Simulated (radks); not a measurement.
Q: Nd XXV, configuration [Kr]. Method: Dirac Kohn-Sham, PBE, spin-unpolarised, spherical densities, finite nucleus; Fermi nuclear charge, rms radius 4.9123 fm; computed with a radial shooting solver on a logarithmic mesh with Libxc functionals. Some entries of the table are withheld. Estimate them.

orbital,occ.,eigenvalue (Ry),<r^2> (bohr^2)
1s1/2,2,-3241.326,(1)
2s1/2,2,-569.7768,0.01195
2p1/2,2,-542.1263,0.008735
2p3/2,4,-503.8623,0.009981
3s1/2,2,-164.0336,0.07951
3p1/2,2,-152.3058,0.07437
3p3/2,4,-144.5023,0.08136
3d3/2,4,(2),0.06531
3d5/2,6,(3),0.06725
4s1/2,2,-68.68488,0.3491
4p1/2,2,-63.99280,0.3562
4p3/2,4,-61.83193,0.3803

A: 
(1) 1s1/2 <r^2> (bohr^2): 0.0007600
(2) 3d3/2 eigenvalue (Ry): -124.2997
(3) 3d5/2 eigenvalue (Ry): -122.5943
